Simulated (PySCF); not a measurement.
C10H10.
Numbering: `[CH:1]#[C:2][CH2:3][C:4]1=[CH:5][C:6]2([CH:7]=[CH:8]1)[CH2:9][CH2:10]2` (hydrogens: H11 on C1; H12, H13 on C3; H14 on C5; H15 on C7; H16 on C8; H17, H18 on C9; H19, H20 on C10)

The calculation used PySCF 2.14.0, PBE0-D3(BJ)/def2-SVP geometry optimisation, gas phase.

Q: What internal coordinates does the optimisation give?

A: 
```tsv
bond	length (pm)	order
C1≡C2	121.1	triple
C2–C3	146.1	single
C3–C4	150.2	single
C4=C5	135.5	double
C5–C6	147.5	single
C6–C7	147.6	single
C7=C8	135.2	double
C6–C9, C6–C10	152.4	single
C9–C10	147.9	single
C4–C8	146.5	single
C1–H11	107.4	single
C3–H12, C3–H13	110.4	single
C5–H14	109.1	single
C7–H15	109.1	single
C8–H16	109.1	single
C9–H17, C10–H19	109.2	single
C9–H18, C10–H20	109.2	single
```

Bonds in one row agree within 1 pm and their mean is given. Orders are formal, as drawn. A selection of angles:
```tsv
angle	degrees
C2–C1–H11	179.6
C1–C2–C3	178.9
C2–C3–C4	113.4
C2–C3–H12	109.5
C2–C3–H13	108.3
C4–C3–H12	109.7
H12–C3–H13	106.1
C3–C4–C5	127.1
C3–C4–C8	124.2
C5–C4–C8	108.7
C4–C5–C6	108.6
C4–C5–H14	127.0
C6–C5–H14	124.5
C5–C6–C7	105.2
C5–C6–C9	122.3
C7–C6–C9	122.1
C9–C6–C10	58.0
C6–C7–C8	108.4
C6–C7–H15	124.2
C8–C7–H15	127.4
C7–C8–H16	126.6
C4–C8–C7	109.2
C4–C8–H16	124.2
C6–C9–C10	61.0
C6–C9–H17	116.4
C6–C9–H18	116.4
C10–C9–H17	118.9
C10–C9–H18	118.9
H17–C9–H18	114.6
```

Dihedral angles: C2–C3–C4–C5 126° (anticlinal); C3–C4–C5–C6 179° (antiperiplanar); C4–C5–C6–C7 0° (synperiplanar); C5–C6–C7–C8 0° (synperiplanar); C6–C7–C8–C4 0° (synperiplanar); C5–C6–C9–C10 -110° (anticlinal); C3–C4–C8–C7 -179° (antiperiplanar); C5–C6–C10–C9 111° (anticlinal). The mirror-image conformer, all signs reversed, is as good.

The 5-membered ring C4–C5–C6–C7–C8 has internal angles of 105.2° to 109.2° (sum 540°, against 540° for a flat polygon); it is planar, 0.00 Å rms from its mean plane, widest ring torsion 0°. The 3-membered ring C6–C9–C10 has internal angles of 58.0° to 61.0°. The 11 C–C bonds span 1.211 Å (C1≡C2, drawn triple) to 1.525 Å (C6–C10, drawn single), a spread of 0.314 Å.

Point group: C1 (no symmetry element, even within 0.4 Å). PBE0-D3(BJ)/def2-SVP frequencies: not computed here. The numbers are those of one conformer.
